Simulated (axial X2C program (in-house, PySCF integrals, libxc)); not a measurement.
## What spin–orbit coupling does to BeHg

All values were computed with an axial X2C code built on PySCF integrals. Spin-free means the one-electron spin-free X2C Hamiltonian; two-component (2c) means X2C with spin–orbit coupling and atomic mean-field two-electron Coulomb and Gaunt terms, so the difference of the two also holds small scalar two-electron terms. Basis: Hg dyall-v3z [13s14p9d6f2g], Be dyall-v3z [8s8p3d1f] (cores contracted in-house); Gaussian nuclei, density fitting, unrestricted open shells. Masses: Hg 201.971 u, Be 9.012 u.

Spin-free state: M_S = 0, Λ = 0 (closed shell); fragments Hg + Be.

| level | Re (Å) | ωe (cm⁻¹) | De (eV) | μ (D) |
| --- | --- | --- | --- | --- |
| PBE0 | 2.895 | 121.6 | 0.098 | -0.32 |

Dipoles are positive if Be is the positive end.

Two-component determinant lowest at the distance of the search:

Ω = 0 (closed shell); fragments Hg + Be.

```tsv
level	Re (Å)	ωe (cm⁻¹)	De (eV)	μ (D)
PBE0	2.847	129.0	0.109	-0.30
```

Q: From the two tables, how do the constants change at the PBE0 level (2c against spin-free)?

A: At the PBE0 level Re drops by 0.048 Å and ωe goes up by 7.4 cm⁻¹; De changes by 0.011 eV.

The state is a single determinant with fixed occupations, the lowest that a limited PBE0 search found. De is counted from the lowest determinant-based energies of the atoms at the same level, without counterpoise correction.
